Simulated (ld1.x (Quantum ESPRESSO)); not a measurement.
# In (Z = 49): TM pseudisation with PBEsol, scalar-relativistic reference atom.

indium (In), norm-conserving Troullier–Martins (Kleinman–Bylander form), made with ld1.x (Quantum ESPRESSO) 7.5 (PBEsol, scalar-relativistic). Core [Kr] 4d10, reference 5s1 5p0 (charge +2). Waves: 5s (bound): rc 2.05 bohr; 5p (bound, empty): rc 2.20 bohr. Local part: the p channel. Core correction: none.

All-electron outer shells of the reference configuration (PBEsol, scalar-relativistic, ld1.x):

```
shell  level (eV)  outermost node (bohr)  outermost maximum (bohr)
   5s      -23.68                   1.02                      2.03
   5p      -16.14                   1.13                      2.45
```

Does the generator finish with these settings?

Yes, a potential is produced and its reference levels are reproduced.

Estimate the cutoffs (Ry, on a coarse ladder) from which the occupation-weighted sum of valence levels, in a spherical-Bessel basis at the reference potential, stays within 10 and 1 mRy of its value at 400 Ry.

10 Ry and 25 Ry.

What does a ghost test show?

No extra level below or beside the all-electron valence levels (s, p, d, f tested).

Tests: 5s2 5p1; 5s2 5p0; 5s2 5p0.5; 5s2 5p1.3; 5s0 5p3; 5s1 5p2; 5s1 5p1. Which has the largest error in its energy relative to the reference configuration, and how large is it?

5s2 5p1.3, with +285 meV (all-electron minus pseudo) on -25.17 eV.
